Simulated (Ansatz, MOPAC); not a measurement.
System: MoH$_{5}$, charge 1, multiplicity 1. SMILES of the parent species: [MoH5]

Atoms: Mo1, H2, H3, H4, H5, H6. Bonds: Mo1-H2, Mo1-H3, Mo1-H4, Mo1-H5, Mo1-H6.

Bond lengths (Å) and angles (degrees) optimised at AM1 with MOPAC; PM6 with MOPAC; HF/STO-3G with Ansatz (a quantum-chemistry and plane-wave program); PBE/6-31G* with LANL2DZ past Ar with Ansatz; B3LYP/LANL2DZ with Ansatz; MP2/6-31G* with LANL2DZ past Ar with Ansatz, each started from the B3LYP-D3(BJ)/def2-TZVP structure (Ansatz) of the last column. A row stands for all coordinates that are equal there; 8 of 9 kinds are shown. 6-31G* holds six Cartesian d functions. No wavenumbers were computed at PM6, HF/STO-3G, PBE/6-31G* with LANL2DZ past Ar, B3LYP/LANL2DZ, MP2/6-31G* with LANL2DZ past Ar, so these may be saddle points.

```csv
coordinate,AM1,PM6,HF/STO-3G,PBE/6-31G* with LANL2DZ past Ar,B3LYP/LANL2DZ,MP2/6-31G* with LANL2DZ past Ar,B3LYP-D3(BJ)/def2-TZVP
Mo1-H2,1.504,1.676,1.614,1.671,1.654,1.682,1.675
Mo1-H3,1.525,1.792,1.602,1.648,1.859,1.659,1.645
Mo1-H5,1.525,1.794,1.602,1.656,1.850,1.665,1.657
H2-Mo1-H3,120.6,122.0,122.9,117.1,114.8,116.3,116.0
H2-Mo1-H5,120.6,121.5,122.9,119.2,116.9,119.9,119.9
H3-Mo1-H4,75.0,69.8,72.8,65.6,80.7,64.9,66.8
H3-Mo1-H5,75.0,29.9,72.8,54.5,26.0,55.1,52.4
H3-Mo1-H6,118.9,95.0,114.2,110.6,102.2,110.2,109.7
```

Mean signed difference of all 5 bond lengths from B3LYP-D3(BJ)/def2-TZVP: AM1 -0.135 Å, PM6 0.114 Å, HF/STO-3G -0.051 Å, PBE/6-31G* with LANL2DZ past Ar 0.000 Å, B3LYP/LANL2DZ 0.159 Å, MP2/6-31G* with LANL2DZ past Ar 0.010 Å.
